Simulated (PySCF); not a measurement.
## Working with the constants of CaSe

RHF-CCSD(T) constants of CaSe, ¹Σ⁺ (singlet), closed shell (Ca 6-31G(d,p), Se 6-31G(d,p); no relativity (PySCF 2.14); masses 39.9626 and 79.9165 u):

* ωe: 316.1 cm⁻¹
* ωexe: 0.957 cm⁻¹
* Be: 0.098138 cm⁻¹
* αe: 0.000395 cm⁻¹
* D (centrifugal): 3.78e-08 cm⁻¹
* De to Ca + Se: 2.17 eV

Give the vibrational terms G(v) and spacings up to v = 3.

G(v) = ωe(v+½) − ωexe(v+½)².

```json
{"v": "0", "G(v) (cm⁻¹)": "158", "G(v) − G(v−1)": "", "Bv (cm⁻¹)": "0.09794"}
{"v": "1", "G(v) (cm⁻¹)": "472", "G(v) − G(v−1)": "314", "Bv (cm⁻¹)": "0.09755"}
{"v": "2", "G(v) (cm⁻¹)": "784", "G(v) − G(v−1)": "312", "Bv (cm⁻¹)": "0.09715"}
{"v": "3", "G(v) (cm⁻¹)": "1095", "G(v) − G(v−1)": "310", "Bv (cm⁻¹)": "0.09676"}
```

A state of this spin cannot dissociate to the ground-state fragments, so its own limit lies higher than the one that De refers to.

Correlated steps freeze 14 core orbitals. Correlated levels converge slowly with the basis: in double zeta they bind strong bonds too weakly, by up to about 1 eV, and carry superposition errors of some tenths. Where the molecule has an RHF reference, its open-shell atoms are computed with UHF. The CCSD T1 diagnostic is raised, a sign that a single reference may not be enough here.
